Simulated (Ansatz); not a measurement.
S-phenylthianthrenium trifluoroacetate (C₂₀H₁₃F₃O₂S₂). Total charge 0; singlet. Geometry r2SCAN-D4/def2-SVP.

Cartesian coordinates in Å:
```
O -0.8843 -1.8575 2.5403
C -1.1384 -2.5577 1.5637
O -1.0449 -2.2679 0.3259
C -1.6579 -4.0015 1.7838
F -2.9031 -4.1373 1.2809
F -0.8742 -4.8996 1.1565
F -1.7052 -4.3387 3.0765
C -0.7868 -0.5170 -4.1741
C 0.2885 0.1715 -3.6004
C 0.3469 0.3525 -2.2175
C -0.6827 -0.1690 -1.4258
S -0.6991 0.0707 0.3551
C -0.5150 1.9066 0.3955
C -1.0353 2.7330 -0.6076
C -1.1040 4.1134 -0.4056
C -0.6553 4.6700 0.7964
C -0.1304 3.8507 1.7956
C -0.0697 2.4613 1.6067
S 0.5248 1.4524 2.9377
C 1.4525 0.2396 2.0434
C 2.6936 -0.1722 2.5498
C 3.4197 -1.1665 1.8949
C 2.9258 -1.7474 0.7221
C 1.6921 -1.3486 0.2061
C 0.9691 -0.3607 0.8753
C -1.7548 -0.8732 -1.9792
C -1.8030 -1.0360 -3.3664
H -0.8273 -0.6560 -5.2583
H 1.0880 0.5707 -4.2309
H 1.1780 0.8963 -1.7600
H -1.4020 2.3006 -1.5417
H -1.5153 4.7529 -1.1912
H -0.7053 5.7508 0.9550
H 0.2432 4.2784 2.7303
H 3.0789 0.2962 3.4593
H 4.3822 -1.4874 2.3027
H 3.4908 -2.5332 0.2141
H 1.2629 -1.8370 -0.6701
H -2.5077 -1.3165 -1.3253
H -2.6351 -1.5867 -3.8134
```

B3LYP takes the VWN-RPA correlation. Single mean-field runs in def2-SVP, def2-TZVP are fitted with def2-universal-jkfit. The restricted singlet is unstable towards broken spin symmetry in Hartree–Fock (as tested in another run); at HF/6-31G this wasn't settled. In the singlet geometry the species has come apart into loosely held pieces.

Task: Estimate the orbital energies around the gap (eV) in Ansatz with HF/6-31G, PBE-D4/def2-SVP, PBE-D4/def2-TZVP, r2SCAN-D4/def2-TZVP, B3LYP-D4/6-31G.

Result: 
```csv
orbital,HF/6-31G,PBE-D4/def2-SVP,PBE-D4/def2-TZVP,r2SCAN-D4/def2-TZVP,B3LYP-D4/6-31G
HOMO−5,-10.38,-6.90,-6.95,-7.16,-7.63
HOMO−4,-10.09,-6.71,-6.77,-6.97,-7.45
HOMO−3,-9.94,-5.71,-5.97,-6.23,-6.51
HOMO−2,-9.81,-5.58,-5.76,-5.97,-6.39
HOMO−1,-9.69,-5.31,-5.63,-5.89,-6.25
HOMO,-8.86,-4.76,-5.16,-5.46,-5.97
LUMO,2.14,-2.40,-2.54,-2.43,-1.46
LUMO+1,2.37,-2.12,-2.27,-2.15,-1.21
LUMO+2,2.55,-2.06,-2.20,-2.07,-1.11
LUMO+3,2.81,-1.86,-1.98,-1.84,-0.91
LUMO+4,2.99,-1.74,-1.86,-1.71,-0.76
LUMO+5,3.39,-1.55,-1.67,-1.51,-0.54
```
